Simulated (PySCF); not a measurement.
Compound: C3H12BNSi.
Structure used (PBE0-D3(BJ)/def2-SVP), in Å, numbered top down from 1:
```
atom  x, y, z in Å
C1    -2.2577   -0.3326   -0.6733
N2    -1.0539    0.0916    0.0022
C3    -0.9325    1.5266    0.0873
B4    -0.1181   -0.8224    0.5043
C5     1.2288   -0.4198    1.2109
Si6    2.5908   -0.2106   -0.0735
H7    -3.1605    0.0250   -0.1456
H8    -2.2935   -1.4277   -0.7231
H9    -2.3002    0.0672   -1.7028
H10   -0.9057    1.9836   -0.9182
H11   -1.7904    1.9675    0.6265
H12   -0.0144    1.8136    0.6130
H13   -0.3668   -1.9968    0.3225
H14    1.5581   -1.2237    1.8893
H15    1.1766    0.5140    1.7953
H16    2.2736    0.9254   -0.9962
H17    3.9118    0.0789    0.5701
H18    2.7389   -1.4482   -0.9004
```

Method used: core-valence-separated Tamm–Dancoff BHandHLYP/aug-pcX-1 (pcseg-1 on H, def2-SVPD on Si) in PySCF, non-relativistic, gas phase, PBE0-D3(BJ)/def2-SVP geometry. No shift to experiment was applied.

(1) Give energies, oscillator strengths and core holes at the C K edge.

(2) What does the N 1s absorption edge look like?

(3) List the boron K-edge absorption lines.

## Answers

(1) 
```tsv
E (eV)	f	core hole on	main final orbital
284.60	0.0017	C5	LUMO+1 (40 %)
284.73	0.0060	C5	spread
285.26	0.0255	C5	LUMO+3 (31 %)
285.61	0.0335	C5	LUMO+7 (45 %)
286.03	0.0021	C5	spread
286.11	0.0121	C1	LUMO (48 %)
286.17	0.0018	C5	LUMO (38 %)
286.17	0.0099	C3	LUMO (71 %)
286.43	0.0007	C5	spread
286.62	0.0171	C1	LUMO+1 (68 %)
286.71	0.0200	C3	LUMO+1 (64 %)
286.72	0.0031	C5	spread
286.81	0.0018	C5	spread
286.91	0.0249	C3	LUMO+2 (34 %)
286.96	0.0036	C5	spread
```

The first line with a tenth or more of the strongest one's intensity is at 284.73 eV (f = 0.006), with the hole on C5 (sp3 carbon bound to silicon). The strongest listed is at 285.61 eV (f = 0.033; C5).

(2) 
| E (eV) | f | core hole on | main final orbital |
| --- | --- | --- | --- |
| 399.06 | 0.0295 | N2 | LUMO+1 (50 %) |
| 400.91 | 0.0011 | N2 | LUMO (86 %) |
| 401.39 | 0.0107 | N2 | LUMO+2 (65 %) |
| 401.60 | 0.0034 | N2 | LUMO+5 (44 %) |
| 401.86 | 0.0007 | N2 | LUMO+3 (68 %) |
| 401.95 | 0.0055 | N2 | LUMO+4 (40 %) |
| 402.18 | 0.0055 | N2 | LUMO+8 (35 %) |

The first line with a tenth or more of the strongest one's intensity is at 399.06 eV (f = 0.029), with the hole on N2 (boron-bound nitrogen). It is also the strongest listed.

(3) 
```json
{"E (eV)": "187.19", "f": "0.0771", "core hole on": "B4", "main final orbital": "LUMO+1 (38 %)"}
{"E (eV)": "190.35", "f": "0.0083", "core hole on": "B4", "main final orbital": "LUMO (49 %)"}
{"E (eV)": "190.83", "f": "0.0077", "core hole on": "B4", "main final orbital": "LUMO+3 (30 %)"}
{"E (eV)": "190.96", "f": "0.0012", "core hole on": "B4", "main final orbital": "LUMO+2 (63 %)"}
{"E (eV)": "191.22", "f": "0.0036", "core hole on": "B4", "main final orbital": "spread"}
{"E (eV)": "191.47", "f": "0.0048", "core hole on": "B4", "main final orbital": "spread"}
{"E (eV)": "191.79", "f": "0.0015", "core hole on": "B4", "main final orbital": "LUMO+5 (45 %)"}
```

The first line with a tenth or more of the strongest one's intensity is at 187.19 eV (f = 0.077), with the hole on B4 (three-coordinate boron). It is also the strongest listed.

Roots within 0.03 eV whose holes lie on the same, on equivalent or on shared atoms are summed into one line, and the highest roots are left out, as the search may have cut off their partners. Final orbitals are the ground state's empty Kohn–Sham orbitals.

Q: What are the wavelength and the wavenumber of the 286.62 eV line?

A: λ = 12398.42 eV Å/286.62 eV = 43.257 Å; 2.3117 × 10⁶ cm⁻¹.

The list ends where the root search ended, not at a threshold.

Time: 43 s wall; peak memory 0.97 GiB. Hardware: an Arm Neoverse N1 with one thread, no GPU, on a shared host.

One conformer stands for the species.
